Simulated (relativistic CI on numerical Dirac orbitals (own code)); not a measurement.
## Ni3+ in a cubic cluster: 2p photoemission with charge transfer

Computed with a charge-transfer multiplet model of a cubic metal-ligand cluster with up to 3 ligand holes, Slater and spin-orbit integrals from Dirac-Coulomb-Breit ions, Slater integrals scaled by 0.8. The parameters are those of a tetrahedral site (10Dq negative, t2 hopping the larger). The ground state mixes d7 with configurations of k ligand holes L, whose averages lie at kΔ + k(k − 1)U_dd/2; a core hole lowers each added d electron by U_cd. 300 K, Lorentzian 0.6 eV and Gaussian 0.8 eV FWHM.

Atomic integrals in eV (Slater integrals scaled, ζ unscaled), ground: F2dd 10.578, F4dd 6.603, zeta_d 0.089; with the core hole: F2dd 11.936, F4dd 7.492, zeta_d 0.124, zeta_core 11.400, F2cd 7.214, G1cd 5.576, G3cd 3.173.

Cluster parameters (eV): U_dd = 7.4, U_cd = 9.2, 10Dq = -0.25, 10Dq(ligand) = 0, V(eg) = 0.8, V(t2g) = -1.36, final-state hopping factor = 0.8.

| Case | n_d | d7 | d8L | d9L2 | d10L3 | S |
| --- | --- | --- | --- | --- | --- | --- |
| Δ = -3.3 eV | 7.86 | 0.23 | 0.68 | 0.09 | 0.00 | 1.50 |
| Δ = -2.3 eV | 7.74 | 0.32 | 0.62 | 0.06 | 0.00 | 1.50 |
| Δ = -1.3 eV | 7.60 | 0.44 | 0.52 | 0.04 | 0.00 | 1.50 |
| Δ = -0.3 eV | 7.46 | 0.57 | 0.41 | 0.02 | 0.00 | 1.50 |
| Δ = 1.7 eV | 7.25 | 0.76 | 0.23 | 0.01 | 0.00 | 1.50 |

Weights, n_d and S are thermal averages at 300 K. Binding energies count from the first peak over 30 % of the highest in each spectrum, which can be another peak from case to case. The parameters are a model scan and need not match a compound or its usual spin state. Peaks in eV (height, largest 100):
- Δ = -3.3 eV: 0.0 (100), 5.0 (84), 7.3 (49), 9.3 (31), 14.7 (13), 17.6 (51), 22.5 (48), 24.4 (46), 26.2 (17), 34.7 (11)
- Δ = -2.3 eV: 0.0 (100), 3.9 (68), 5.3 (68), 8.6 (28), 12.8 (19), 14.8 (26), 17.7 (45), 22.8 (56), 25.5 (17), 32.8 (17)
- Δ = -1.3 eV: 0.0 (100), 3.6 (70), 5.2 (54), 7.4 (27), 9.0 (21), 11.1 (28), 13.1 (38), 17.7 (48), 22.6 (51), 24.3 (14), 25.5 (12), 31.1 (26), 33.9 (6)
- Δ = -0.3 eV: 0.0 (100), 3.7 (67), 7.4 (30), 9.7 (47), 11.7 (53), 15.5 (20), 17.9 (48), 22.5 (40), 24.2 (17), 26.8 (7), 29.7 (37), 32.5 (9)
- Δ = 1.7 eV: 0.0 (100), 4.7 (71), 7.6 (86), 9.0 (92), 13.0 (31), 14.7 (17), 18.9 (51), 23.1 (29), 24.3 (29), 27.3 (62), 30.0 (15)

Curve for Δ = -2.3 eV (points under 2 left out, the grid thinned):

| E (eV) | Intensity |
| --- | --- |
| -3.4 | 2.1 |
| -2.5 | 3.6 |
| -1.7 | 7.7 |
| -0.8 | 40.2 |
| 0.0 | 100.0 |
| 0.9 | 43.1 |
| 1.7 | 26.0 |
| 2.6 | 27.5 |
| 3.5 | 63.4 |
| 4.3 | 67.2 |
| 5.2 | 67.3 |
| 6.0 | 52.2 |
| 6.9 | 28.3 |
| 7.7 | 24.8 |
| 8.6 | 28.3 |
| 9.5 | 20.3 |
| 10.3 | 14.9 |
| 11.2 | 6.7 |
| 12.0 | 9.2 |
| 12.9 | 18.4 |
| 13.7 | 16.8 |
| 14.6 | 25.9 |
| 15.4 | 22.5 |
| 16.3 | 16.4 |
| 17.2 | 35.1 |
| 18.0 | 42.3 |
| 18.9 | 36.7 |
| 19.7 | 19.9 |
| 20.6 | 13.2 |
| 21.4 | 20.3 |
| 22.3 | 46.3 |
| 23.2 | 45.4 |
| 24.0 | 18.6 |
| 24.9 | 16.0 |
| 25.7 | 16.5 |
| 26.6 | 9.1 |
| 27.4 | 4.4 |
| 30.6 | 2.6 |
| 31.5 | 10.5 |
| 32.3 | 15.6 |
| 33.2 | 15.3 |
| 34.0 | 8.9 |
| 34.9 | 4.2 |
| 35.7 | 4.1 |
| 36.6 | 2.1 |

For the case Δ = -1.3 eV, Δ = -1.3 eV is smaller than U_dd = 7.4 eV, the charge-transfer side of the Zaanen-Sawatzky-Allen scheme (negative Δ: between configuration averages a ligand hole costs less than the nominal valence; multiplet and field energies can change this for the lowest states). With the core hole the configuration with one ligand hole lies at Δ − U_cd = -12.5, -11.5, -10.5, -9.5, -7.5 eV from the one without, in the order of the table; where this is negative the screened configuration lies lower.
